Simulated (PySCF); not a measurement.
Work out the structure from these simulated measurements.

Elements present: C, H, O, S and Si. Monoisotopic mass: 139.9963 u.

* 1H NMR: chemical shifts (computed TMS as zero) by class: 6.57 (1 H), 5.02 (1 H), 4.94 (1 H), 4.66 (1 H), 4.60 (1 H), 2.49 (3 H) ppm [GIAO PBE0/pcSseg-1]
* UV, strongest line: among the 8 lowest singlet transitions: S3 at 7.04 eV (176 nm, f = 0.063) [TDDFT wB97X-D/def2-SVPD]
* 13C NMR: chemical shifts (computed TMS as zero) by class: 89.3 (1 C), 35.2 (1 C) ppm [GIAO PBE0/pcSseg-1]
* Triplet: lowest triplet excitation (Tamm–Dancoff): 5.39 eV [TDA wB97X-D/def2-SVPD]
* Rotational structure: rotational constants A, B, C: 2.925, 1.338, 1.164 GHz [GFN2-xTB]
* UV, first state: lowest singlet excitation: 6.24 eV (199 nm, f = 0.059) [TDDFT wB97X-D/def2-SVPD]
* Polarisability: 80.1 au [wB97X-D/def2-SVPD]

The electronic properties come from PySCF, for the isolated species, density fitting. Levels stand in brackets. Isolated species at its GFN2-xTB geometry (one conformer only). NMR classes are plain means over equivalent atoms (diastereotopic ones count apart unless rotation or inversion swaps them), as if these changed places fast.

Task: Which formula fits the mass and the elements?

Result: C2H8O3SSi (calculated 139.9963). No other formula that holds each of these elements comes within 0.0003 u with a fitting electron parity and a possible valence count.

Task: Give a SMILES that accounts for the data.

Result: Numbering: `[CH3:1][S@@:2](=[O:3])[CH2:4][O:5][SiH2:6][OH:7]`. 2 carbons fall into 2 classes; from least to most shielded: sp3 carbon bound to oxygen [C4] (89.3 ppm), S-methyl carbon [C1] (35.2 ppm). Hydrogen classes from least to most shielded: 1 H on a silanol oxygen, O7 (6.57 ppm), 1 H on an sp3 carbon bound to oxygen, C4 (5.02 ppm), 1 H on an oxygen-bound silicon, Si6 (4.94 ppm), 1 H on an oxygen-bound silicon, Si6 (4.66 ppm), 1 H on an sp3 carbon bound to oxygen, C4 (4.60 ppm), 3 H on an S-methyl carbon, C1 (2.49 ppm, a mean of values up to 2.5 ppm apart in this geometry). The optimised geometry has point group C1 and is an asymmetric top. Structure: `C[S@@](=O)CO[SiH2]O`. Computed isomers that give other values at the same levels: `CSC[Si](O)(O)O` (13C chemical shifts (computed TMS as zero) by class: 21.3 (1 C), 20.3 (1 C) ppm); `CCO[Si](O)(O)S` (13C chemical shifts (computed TMS as zero) by class: 61.9 (1 C), 20.0 (1 C) ppm); `C[SiH2]OS(C)(=O)=O` (13C chemical shifts (computed TMS as zero) by class: 45.0 (1 C), -0.1 (1 C) ppm). The assignments are read from this structure; whether some other isomer fits the data as well wasn't checked. The mirror image fits equally.

Conformer computed: `[CH3:1][S@@:2](=[O:3])[CH2:4][O:5][SiH2:6][OH:7]`: C1–S2–C4–O5 -46°, S2–C4–O5–Si6 -79°, C4–O5–Si6–O7 61°, H–O7–Si6–O5 -26°.
